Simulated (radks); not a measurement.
The mean radii <r> (bohr) of the occupied orbitals of an atom or ion are listed with their occupations. Calculated with a radial shooting solver on a logarithmic mesh with Libxc functionals: scalar-relativistic Kohn-Sham, Slater X-alpha with alpha = 0.645, spin-unpolarised, spherical densities, finite nucleus; Fermi nuclear charge, rms radius of each element as measured or else 0.836 A^(1/3) + 0.57 fm.

orbital  occ.      <r>
1s          2  0.02193
2s          2  0.09338
2p          6  0.08242
3s          2   0.2448
3p          6   0.2433
3d         10   0.2214
4s          2   0.5526
4p          6   0.5845
4d         10   0.6336
5s          2    1.295
5p          6    1.478
4f          6   0.8057

Name the element and its charge.

Answer. Z = 64, gadolinium, charge +4: Gd4+ in [Xe] 4f6. The 1s radius gives Z: for a bare nucleus <r> = (2 gamma + 1)/(2Z) with gamma = sqrt(1 - (Z/c)^2), 0.02163 bohr for Z = 64, and screening makes it slightly larger (0.02193 here). The occupations add up to 60, and the charge is Z minus that.
